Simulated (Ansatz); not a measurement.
Total energies of C2H8GeO (`CC[O][GeH3]`).

```csv
atom,x (Å),y (Å),z (Å)
C1,1.020,0.014,-1.665
C2,-0.048,-0.248,-0.632
O3,0.321,0.380,0.578
Ge4,-0.781,0.229,1.966
H5,1.980,-0.382,-1.329
H6,0.760,-0.463,-2.614
H7,1.132,1.087,-1.834
H8,-0.168,-1.332,-0.483
H9,-1.016,0.136,-0.988
H10,-2.148,0.835,1.591
H11,-0.101,1.006,3.097
H12,-0.952,-1.263,2.313
```

The species carries charge 0 and has multiplicity 1. Correlated methods include outer-core shells of Ge, which these sets cover unevenly. Scalar relativity is left out up to krypton. All single points use the PBE0-D4/def2-TZVP geometry. It is one conformer, not always the lowest. Basis def2-TZVPP, Ansatz 0.2.0.

RPA on PBE orbitals: Hartree–Fock energy of these orbitals -2230.62777 Eh, correlation -1.40183 Eh (frozen core).

| functional | energy without D4 (Eh) | D4 term (kJ/mol) |
| --- | --- | --- |
| LDA (SPW92) | -2228.83259 | – |
| PBE | -2232.79790 | -19.4 |
| revPBE | -2233.10221 | -64.1 |
| BLYP | -2233.30352 | -43.2 |
| r2SCAN | -2233.21789 | -4.9 |
| B97M-V | -2232.91112 | – |
| PBE0 | -2232.87108 | -16.3 |
| B3LYP | -2233.37344 | -31.1 |
| r2SCANh | -2233.20281 | -5.2 |
| r2SCAN0 | -2233.18164 | -5.7 |
| HSE06 (plane-wave form) | -2232.86268 | -15.1 |
| BHLYP | -2233.20720 | -22.5 |
| CAM-B3LYP | -2233.36761 | -16.4 |
| LC-ωPBE | -2232.95758 | – |
| ωB97X-V | -2233.08048 | – |
| ωB97M-V | -2233.11814 | – |
| B2PLYP | -2232.81936 | – |
| PBE-QIDH | -2232.52661 | – |

B3LYP takes the VWN-RPA correlation (the form of Gaussian; ORCA's B3LYP/G). HSE06 is the plane-wave form, built on full-range PBE exchange. The double hybrids freeze the cores in their second-order part.

LC-ωPBE has ω = 0.4 bohr⁻¹.
